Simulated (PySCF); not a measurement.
1,3-disilinane (C₄H₁₂Si₂), SMILES C1C[SiH2]C[SiH2]C1.

Geometry: PBE-D3(BJ)/def2-SVP. The values are those of a single conformer.

The numbers are results of PBE-D3(BJ)/def2-SVP in PySCF, not measurements.

Frequencies are harmonic and unscaled.

Computed harmonic wavenumbers and intensities:
```json
[
 {"mode": "1", "ν (cm⁻¹)": "128", "IR (km/mol)": "0.3", "moving atoms (share of kinetic energy)": "H 44 %, C 34 %, Si 22 %"},
 {"mode": "2", "ν (cm⁻¹)": "131", "IR (km/mol)": "0.2", "moving atoms (share of kinetic energy)": "H 46 %, C 39 %, Si 15 %"},
 {"mode": "3", "ν (cm⁻¹)": "248", "IR (km/mol)": "0.1", "moving atoms (share of kinetic energy)": "C 43 %, H 39 %, Si 19 %"},
 {"mode": "4", "ν (cm⁻¹)": "250", "IR (km/mol)": "0.3", "moving atoms (share of kinetic energy)": "C 39 %, Si 36 %, H 25 %"},
 {"mode": "5", "ν (cm⁻¹)": "258", "IR (km/mol)": "1.0", "moving atoms (share of kinetic energy)": "H 45 %, Si 29 %, C 26 %"},
 {"mode": "6", "ν (cm⁻¹)": "369", "IR (km/mol)": "1.0", "moving atoms (share of kinetic energy)": "H 67 %, C 32 %"},
 {"mode": "7", "ν (cm⁻¹)": "484", "IR (km/mol)": "3.4", "moving atoms (share of kinetic energy)": "H 74 %, Si 21 %"},
 {"mode": "8", "ν (cm⁻¹)": "506", "IR (km/mol)": "2.2", "moving atoms (share of kinetic energy)": "H 64 %, Si 26 %, C 10 %"},
 {"mode": "9", "ν (cm⁻¹)": "565", "IR (km/mol)": "7.4", "moving atoms (share of kinetic energy)": "H 47 %, C 37 %, Si 16 %"},
 {"mode": "10", "ν (cm⁻¹)": "600", "IR (km/mol)": "5.6", "moving atoms (share of kinetic energy)": "H 66 %, C 21 %, Si 12 %"},
 {"mode": "11", "ν (cm⁻¹)": "611", "IR (km/mol)": "3.0", "moving atoms (share of kinetic energy)": "H 48 %, C 31 %, Si 20 %"},
 {"mode": "12", "ν (cm⁻¹)": "622", "IR (km/mol)": "2.6", "moving atoms (share of kinetic energy)": "H 66 %, C 30 %"},
 {"mode": "13", "ν (cm⁻¹)": "647", "IR (km/mol)": "26.7", "moving atoms (share of kinetic energy)": "H 53 %, C 36 %, Si 11 %"},
 {"mode": "14", "ν (cm⁻¹)": "711", "IR (km/mol)": "5.4", "moving atoms (share of kinetic energy)": "H 76 %, C 18 %"},
 {"mode": "15", "ν (cm⁻¹)": "730", "IR (km/mol)": "48.4", "moving atoms (share of kinetic energy)": "C 38 %, H 34 %, Si 29 %"},
 {"mode": "16", "ν (cm⁻¹)": "762", "IR (km/mol)": "34.7", "moving atoms (share of kinetic energy)": "H 57 %, C 36 %"},
 {"mode": "17", "ν (cm⁻¹)": "793", "IR (km/mol)": "71.6", "moving atoms (share of kinetic energy)": "H 75 %, C 15 %, Si 9 %"},
 {"mode": "18", "ν (cm⁻¹)": "797", "IR (km/mol)": "62.9", "moving atoms (share of kinetic energy)": "H 55 %, C 38 %"},
 {"mode": "19", "ν (cm⁻¹)": "865", "IR (km/mol)": "88.6", "moving atoms (share of kinetic energy)": "H 59 %, C 38 %"},
 {"mode": "20", "ν (cm⁻¹)": "897", "IR (km/mol)": "150.6", "moving atoms (share of kinetic energy)": "H 66 %, C 20 %, Si 13 %"},
 {"mode": "21", "ν (cm⁻¹)": "908", "IR (km/mol)": "120.6", "moving atoms (share of kinetic energy)": "H 97 %"},
 {"mode": "22", "ν (cm⁻¹)": "917", "IR (km/mol)": "17.8", "moving atoms (share of kinetic energy)": "H 90 %"},
 {"mode": "23", "ν (cm⁻¹)": "943", "IR (km/mol)": "41.3", "moving atoms (share of kinetic energy)": "H 61 %, C 36 %"},
 {"mode": "24", "ν (cm⁻¹)": "962", "IR (km/mol)": "2.2", "moving atoms (share of kinetic energy)": "H 92 %"},
 {"mode": "25", "ν (cm⁻¹)": "1008", "IR (km/mol)": "39.7", "moving atoms (share of kinetic energy)": "H 65 %, C 32 %"},
 {"mode": "26", "ν (cm⁻¹)": "1024", "IR (km/mol)": "9.4", "moving atoms (share of kinetic energy)": "H 75 %, C 24 %"},
 {"mode": "27", "ν (cm⁻¹)": "1054", "IR (km/mol)": "7.7", "moving atoms (share of kinetic energy)": "H 83 %, C 16 %"},
 {"mode": "28", "ν (cm⁻¹)": "1104", "IR (km/mol)": "24.8", "moving atoms (share of kinetic energy)": "H 54 %, C 45 %"},
 {"mode": "29", "ν (cm⁻¹)": "1200", "IR (km/mol)": "1.0", "moving atoms (share of kinetic energy)": "H 76 %, C 24 %"},
 {"mode": "30", "ν (cm⁻¹)": "1209", "IR (km/mol)": "5.2", "moving atoms (share of kinetic energy)": "H 56 %, C 43 %"},
 {"mode": "31", "ν (cm⁻¹)": "1265", "IR (km/mol)": "1.7", "moving atoms (share of kinetic energy)": "H 82 %, C 18 %"},
 {"mode": "32", "ν (cm⁻¹)": "1309", "IR (km/mol)": "8.6", "moving atoms (share of kinetic energy)": "H 68 %, C 32 %"},
 {"mode": "33", "ν (cm⁻¹)": "1327", "IR (km/mol)": "7.8", "moving atoms (share of kinetic energy)": "H 92 %, C 8 %"},
 {"mode": "34", "ν (cm⁻¹)": "1364", "IR (km/mol)": "3.4", "moving atoms (share of kinetic energy)": "H 92 %"},
 {"mode": "35", "ν (cm⁻¹)": "1381", "IR (km/mol)": "12.7", "moving atoms (share of kinetic energy)": "H 92 %, C 8 %"},
 {"mode": "36", "ν (cm⁻¹)": "1423", "IR (km/mol)": "2.9", "moving atoms (share of kinetic energy)": "H 93 %"},
 {"mode": "37", "ν (cm⁻¹)": "2137", "IR (km/mol)": "158.0", "moving atoms (share of kinetic energy)": "H 98 %"},
 {"mode": "38", "ν (cm⁻¹)": "2142", "IR (km/mol)": "93.8", "moving atoms (share of kinetic energy)": "H 96 %"},
 {"mode": "39", "ν (cm⁻¹)": "2142", "IR (km/mol)": "49.1", "moving atoms (share of kinetic energy)": "H 97 %"},
 {"mode": "40", "ν (cm⁻¹)": "2146", "IR (km/mol)": "209.1", "moving atoms (share of kinetic energy)": "H 96 %"},
 {"mode": "41", "ν (cm⁻¹)": "2948", "IR (km/mol)": "38.0", "moving atoms (share of kinetic energy)": "H 95 %"},
 {"mode": "42", "ν (cm⁻¹)": "2960", "IR (km/mol)": "7.2", "moving atoms (share of kinetic energy)": "H 94 %"},
 {"mode": "43", "ν (cm⁻¹)": "2962", "IR (km/mol)": "10.6", "moving atoms (share of kinetic energy)": "H 94 %"},
 {"mode": "44", "ν (cm⁻¹)": "2987", "IR (km/mol)": "1.4", "moving atoms (share of kinetic energy)": "H 95 %"},
 {"mode": "45", "ν (cm⁻¹)": "2992", "IR (km/mol)": "30.0", "moving atoms (share of kinetic energy)": "H 91 %, C 9 %"},
 {"mode": "46", "ν (cm⁻¹)": "3021", "IR (km/mol)": "8.7", "moving atoms (share of kinetic energy)": "H 91 %, C 9 %"},
 {"mode": "47", "ν (cm⁻¹)": "3022", "IR (km/mol)": "15.5", "moving atoms (share of kinetic energy)": "H 91 %, C 9 %"},
 {"mode": "48", "ν (cm⁻¹)": "3057", "IR (km/mol)": "0.7", "moving atoms (share of kinetic energy)": "H 91 %, C 9 %"}
]
```
